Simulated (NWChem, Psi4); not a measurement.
**From Psi4 to NWChem**

Psi4 1.11 runs this on BClF2 (chlorodifluoroborane):

bclf2.in:
```
memory 1600 MB

molecule m {
  0 1
  F
  B 1 1.31045
  F 2 1.310267 1 119.00197
  Cl 2 1.73969 3 120.50141 1 179.99239
  symmetry c1
}

set basis aug-cc-pVDZ
set puream true
set e_convergence 1e-09
set d_convergence 1e-08
set scf_type pk
set dft_radial_points 99
set dft_spherical_points 590

e_tot = energy('scf', dft_functional={"name": "SVWN5", "x_functionals": {"LDA_X": {}}, "c_functionals": {"LDA_C_VWN": {}}})
```

```bash
$ psi4 -i bclf2.in -o bclf2.out -n 1
```

The coordinates come from a PBE0-D4/def2-TZVP relaxation.

It gives a total energy of -681.907178 Eh.

Translate the job to NWChem 7.3.0 as an input file of the program's own, asking for the gradient.

For example:

mol.nw:
```
start mol
title "BClF2"
memory total 2200 mb

geometry noautosym nocenter noautoz
  F       -0.173700      -1.254300      -0.546300
  B       -0.067100      -0.041300      -0.062000
  F       -1.011600       0.830100      -0.317700
  Cl       1.307900       0.405300       0.905700
end

basis spherical bse
  * library aug-cc-pVDZ
end

dft
  xc slater vwn_5
  grid fine
  convergence energy 1e-08
  iterations 100
  mulliken
end

task dft gradient
```

```bash
$ nwchem mol.nw > mol.out
```

Its energy is -681.907178 Eh, 0.000 mEh from the first.
